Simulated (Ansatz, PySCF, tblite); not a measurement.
Bond stretch in PH, triplet.

Computed with: GFN2-xTB, 300 K electronic temperature (tblite); UMP2/3-21G = unrestricted MP2 (frozen core)/3-21G (PySCF); UKS-B3LYP/6-31G* = unrestricted B3LYP/6-31G*, spherical d (PySCF); FCI = full CI/aug-cc-pVDZ, frozen core (Ansatz, an electronic-structure program).

Energies relative to the lowest point of each curve near equilibrium, in eV; the last columns give the difference from FCI:

```json
[
 {"R / Å": "1.07", "GFN2-xTB": "2.398", "UMP2/3-21G": "2.703", "UKS-B3LYP/6-31G*": "2.598", "FCI": "2.665", "GFN2-xTB − FCI": "-0.267", "UMP2/3-21G − FCI": "0.038", "UKS-B3LYP/6-31G* − FCI": "-0.067"},
 {"R / Å": "1.13", "GFN2-xTB": "1.339", "UMP2/3-21G": "1.700", "UKS-B3LYP/6-31G*": "1.614", "FCI": "1.680", "GFN2-xTB − FCI": "-0.342", "UMP2/3-21G − FCI": "0.019", "UKS-B3LYP/6-31G* − FCI": "-0.066"},
 {"R / Å": "1.23", "GFN2-xTB": "0.400", "UMP2/3-21G": "0.664", "UKS-B3LYP/6-31G*": "0.606", "FCI": "0.653", "GFN2-xTB − FCI": "-0.253", "UMP2/3-21G − FCI": "0.011", "UKS-B3LYP/6-31G* − FCI": "-0.047"},
 {"R / Å": "1.26", "GFN2-xTB": "0.250", "UMP2/3-21G": "0.469", "UKS-B3LYP/6-31G*": "0.419", "FCI": "0.459", "GFN2-xTB − FCI": "-0.209", "UMP2/3-21G − FCI": "0.010", "UKS-B3LYP/6-31G* − FCI": "-0.040"},
 {"R / Å": "1.33", "GFN2-xTB": "0.051", "UMP2/3-21G": "0.166", "UKS-B3LYP/6-31G*": "0.134", "FCI": "0.156", "GFN2-xTB − FCI": "-0.105", "UMP2/3-21G − FCI": "0.009", "UKS-B3LYP/6-31G* − FCI": "-0.022"},
 {"R / Å": "1.39", "GFN2-xTB": "0.000", "UMP2/3-21G": "0.036", "UKS-B3LYP/6-31G*": "0.023", "FCI": "0.031", "GFN2-xTB − FCI": "-0.031", "UMP2/3-21G − FCI": "0.005", "UKS-B3LYP/6-31G* − FCI": "-0.008"},
 {"R / Å": "1.43", "GFN2-xTB": "0.008", "UMP2/3-21G": "0.001", "UKS-B3LYP/6-31G*": "0.000", "FCI": "0.000", "GFN2-xTB − FCI": "0.008", "UMP2/3-21G − FCI": "0.001", "UKS-B3LYP/6-31G* − FCI": "0.000"},
 {"R / Å": "1.48", "GFN2-xTB": "0.052", "UMP2/3-21G": "0.000", "UKS-B3LYP/6-31G*": "0.017", "FCI": "0.008", "GFN2-xTB − FCI": "0.044", "UMP2/3-21G − FCI": "-0.008", "UKS-B3LYP/6-31G* − FCI": "0.009"},
 {"R / Å": "1.52", "GFN2-xTB": "0.107", "UMP2/3-21G": "0.028", "UKS-B3LYP/6-31G*": "0.060", "FCI": "0.044", "GFN2-xTB − FCI": "0.063", "UMP2/3-21G − FCI": "-0.016", "UKS-B3LYP/6-31G* − FCI": "0.016"},
 {"R / Å": "1.56", "GFN2-xTB": "0.177", "UMP2/3-21G": "0.076", "UKS-B3LYP/6-31G*": "0.123", "FCI": "0.101", "GFN2-xTB − FCI": "0.076", "UMP2/3-21G − FCI": "-0.026", "UKS-B3LYP/6-31G* − FCI": "0.022"},
 {"R / Å": "1.66", "GFN2-xTB": "0.394", "UMP2/3-21G": "0.263", "UKS-B3LYP/6-31G*": "0.348", "FCI": "0.311", "GFN2-xTB − FCI": "0.083", "UMP2/3-21G − FCI": "-0.048", "UKS-B3LYP/6-31G* − FCI": "0.037"},
 {"R / Å": "1.73", "GFN2-xTB": "0.569", "UMP2/3-21G": "0.442", "UKS-B3LYP/6-31G*": "0.542", "FCI": "0.493", "GFN2-xTB − FCI": "0.076", "UMP2/3-21G − FCI": "-0.052", "UKS-B3LYP/6-31G* − FCI": "0.049"},
 {"R / Å": "1.89", "GFN2-xTB": "1.006", "UMP2/3-21G": "0.938", "UKS-B3LYP/6-31G*": "1.037", "FCI": "0.954", "GFN2-xTB − FCI": "0.053", "UMP2/3-21G − FCI": "-0.015", "UKS-B3LYP/6-31G* − FCI": "0.084"},
 {"R / Å": "2.12", "GFN2-xTB": "1.659", "UMP2/3-21G": "1.478", "UKS-B3LYP/6-31G*": "1.755", "FCI": "1.587", "GFN2-xTB − FCI": "0.072", "UMP2/3-21G − FCI": "-0.109", "UKS-B3LYP/6-31G* − FCI": "0.168"},
 {"R / Å": "2.36", "GFN2-xTB": "2.297", "UMP2/3-21G": "1.757", "UKS-B3LYP/6-31G*": "2.359", "FCI": "2.102", "GFN2-xTB − FCI": "0.195", "UMP2/3-21G − FCI": "-0.345", "UKS-B3LYP/6-31G* − FCI": "0.257"},
 {"R / Å": "2.59", "GFN2-xTB": "2.817", "UMP2/3-21G": "1.886", "UKS-B3LYP/6-31G*": "2.729", "FCI": "2.430", "GFN2-xTB − FCI": "0.387", "UMP2/3-21G − FCI": "-0.544", "UKS-B3LYP/6-31G* − FCI": "0.299"},
 {"R / Å": "2.85", "GFN2-xTB": "3.278", "UMP2/3-21G": "1.958", "UKS-B3LYP/6-31G*": "2.966", "FCI": "2.644", "GFN2-xTB − FCI": "0.635", "UMP2/3-21G − FCI": "-0.686", "UKS-B3LYP/6-31G* − FCI": "0.322"},
 {"R / Å": "3.15", "GFN2-xTB": "3.654", "UMP2/3-21G": "1.996", "UKS-B3LYP/6-31G*": "3.104", "FCI": "2.760", "GFN2-xTB − FCI": "0.894", "UMP2/3-21G − FCI": "-0.764", "UKS-B3LYP/6-31G* − FCI": "0.344"},
 {"R / Å": "3.53", "GFN2-xTB": "3.931", "UMP2/3-21G": "2.016", "UKS-B3LYP/6-31G*": "3.181", "FCI": "2.819", "GFN2-xTB − FCI": "1.111", "UMP2/3-21G − FCI": "-0.803", "UKS-B3LYP/6-31G* − FCI": "0.361"},
 {"R / Å": "3.92", "GFN2-xTB": "4.048", "UMP2/3-21G": "2.025", "UKS-B3LYP/6-31G*": "3.213", "FCI": "2.842", "GFN2-xTB − FCI": "1.207", "UMP2/3-21G − FCI": "-0.817", "UKS-B3LYP/6-31G* − FCI": "0.371"},
 {"R / Å": "4.29", "GFN2-xTB": "4.083", "UMP2/3-21G": "2.029", "UKS-B3LYP/6-31G*": "3.226", "FCI": "2.850", "GFN2-xTB − FCI": "1.234", "UMP2/3-21G − FCI": "-0.821", "UKS-B3LYP/6-31G* − FCI": "0.377"},
 {"R / Å": "4.97", "GFN2-xTB": "4.097", "UMP2/3-21G": "2.031", "UKS-B3LYP/6-31G*": "3.235", "FCI": "2.854", "GFN2-xTB − FCI": "1.242", "UMP2/3-21G − FCI": "-0.823", "UKS-B3LYP/6-31G* − FCI": "0.380"},
 {"R / Å": "5.72", "GFN2-xTB": "4.100", "UMP2/3-21G": "2.032", "UKS-B3LYP/6-31G*": "3.236", "FCI": "2.856", "GFN2-xTB − FCI": "1.244", "UMP2/3-21G − FCI": "-0.824", "UKS-B3LYP/6-31G* − FCI": "0.380"}
]
```

GFN2-xTB is furthest from FCI at 5.72 (1.244 eV, above); its mean absolute difference over the points is 0.427 eV.

UMP2/3-21G is furthest from FCI at 5.72 (-0.824 eV, below); its mean absolute difference over the points is 0.295 eV.

UKS-B3LYP/6-31G* is furthest from FCI at 5.72 (0.380 eV, above); its mean absolute difference over the points is 0.162 eV.

The unrestricted determinant behind UMP2/3-21G is spin-contaminated at 1.89 to 5.72 Å (<S²> up to 3.0, against 2.00 for a pure triplet). The unrestricted determinant behind UKS-B3LYP/6-31G* is spin-contaminated at 2.36 to 5.72 Å (<S²> up to 3.0, against 2.00 for a pure triplet).
